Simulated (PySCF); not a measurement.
# Where the electron goes

Compound: C8H4N2Se.
Numbering: `[N:1]#[C:2][Se:3][c:4]1[cH:5][cH:6][c:7]([C:8]#[N:9])[cH:10][cH:11]1` (hydrogens: H12 on C5; H13 on C6; H14 on C10; H15 on C11)

Cartesian coordinates in Å at the PBE0-D3(BJ)/def2-SVP level; atoms count from 1:
```
atom  x, y, z in Å
N1     4.233    0.658    0.934
C2     3.639   -0.195    0.415
Se3    2.737   -1.556   -0.404
C4     0.978   -0.807   -0.309
C5     0.698    0.431    0.270
C6    -0.612    0.893    0.291
C7    -1.645    0.125   -0.263
C8    -2.993    0.605   -0.240
N9    -4.085    0.994   -0.223
C10   -1.352   -1.119   -0.841
C11   -0.044   -1.584   -0.864
H12    1.495    1.038    0.704
H13   -0.839    1.861    0.742
H14   -2.154   -1.719   -1.273
H15    0.172   -2.555   -1.318
```

The calculation used TDDFT CAM-B3LYP/def2-SVPD, vertical, gas phase, core orbitals frozen in the response in PySCF 2.14.0, density-fitted response routines. Relativistic effects, spin–orbit coupling among them, are left out although an element past zinc is present.

Kohn–Sham orbitals with the atoms that hold most of them (Löwdin shares over 4%, at most four atoms; ? is withheld):

| orbital | ε (eV) | atoms |
| --- | --- | --- |
| LUMO+2 | -0.49 | C10 18%, C6 18%, C11 18%, C5 17% |
| LUMO+1 | -0.52 | Se3 46%, C2 16%, N1 14%, C4 12% |
| LUMO | -1.13 | C4 19%, C7 16%, N9 10%, C6 10% |
| HOMO | -8.60 | ? |
| HOMO-1 | -9.88 | ? |
| HOMO-2 | -10.29 | Se3 19%, N9 15%, C4 11%, C7 10% |
| HOMO-3 | -11.40 | N9 34%, C8 26%, N1 8%, C2 7% |

(1) Give the leading atoms of the HOMO.

(2) Give the leading atoms of the HOMO-1.

(3) The HOMO–LUMO gap is 7.47 eV. Where does the response calculation put the lowest singlet, and from which orbitals?

(4) One configuration dominates each of S1 and S3. Which, and how do the shares of the two leading atoms of either orbital change from the occupied to the empty one?

## Answers

(1) Se3 (bonded to 2 C) 38%; C4 (bonded to 2 C and Se) 12%; C7 (bonded to 3 C) 10%; C2 (bonded to N and Se) 8%. By element: selenium 38%, carbon 29% or more.

(2) C10 (bonded to 2 C and H) 21%; C5 (bonded to 2 C and H) 21%; C11 (bonded to 2 C and H) 20%; C6 (bonded to 2 C and H) 19%.

(3) S1 is at 4.47 eV (f = 0.0000), 3.00 eV below the gap, made of HOMO→LUMO+1 (87%), HOMO-2→LUMO+1 (9%). Its leading pair isn't HOMO and LUMO; the energies of that pair differ by 8.08 eV. 

(4) 
- S1 (4.47 eV, f 0.0000), HOMO→LUMO+1 (87%): Se3 38% → 46%, C4 12% → 12%, C2 8% → 16%
- S3 (5.01 eV, f 0.396), HOMO→LUMO (83%): Se3 38% → at most 11%, C4 12% → 19%, C7 10% → 16%

One conformer stands for the species.
